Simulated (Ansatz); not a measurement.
Start from `CN[SiH2][GaH2]` and change one atom or group to get `CN[SiH2][SiH2]N`.

Ansatz, PBE0-D4/def2-TZVP geometries, multiplicity 1. Each molecule was computed in one conformer, which needn't be the lowest.

Scalar relativity is left out up to krypton.

```tsv
property	`CN[SiH2][GaH2]`
HOMO–LUMO gap (PBE0/def2-TZVPP) / eV	4.76
HOMO–LUMO gap (PBE/def2-TZVPP) / eV	2.64
size of the dipole moment (B3LYP/def2-TZVPP) / D	1.29
size of the dipole moment (ωB97M-V/def2-TZVPP) / D	1.28
HOMO–LUMO gap (B3LYP/def2-TZVPP) / eV	4.30
HOMO energy (ωB97M-V/def2-TZVPP) / eV	-9.00
```

Problem. What does the change do to each property? (Best estimate.)

Solution. Computed: 
| property | `CN[SiH2][SiH2]N` | shift |
| --- | --- | --- |
| HOMO–LUMO gap (PBE0/def2-TZVPP) / eV | 6.47 | 1.71 |
| HOMO–LUMO gap (PBE/def2-TZVPP) / eV | 4.33 | 1.69 |
| size of the dipole moment (B3LYP/def2-TZVPP) / D | 1.39 | 0.10 |
| size of the dipole moment (ωB97M-V/def2-TZVPP) / D | 1.41 | 0.13 |
| HOMO–LUMO gap (B3LYP/def2-TZVPP) / eV | 6.06 | 1.76 |
| HOMO energy (ωB97M-V/def2-TZVPP) / eV | -8.76 | 0.24 |

With PBE0 the HOMO rises by 0.23 eV and the LUMO rises by 1.94 eV, so the gap widens by about 1.71 eV. PBE moves the HOMO by 0.21 eV and ωB97M-V by 0.24 eV. Dipoles are sizes alone; their direction can turn.

B3LYP here is the variant with VWN-RPA as its local correlation; programs differ in this.
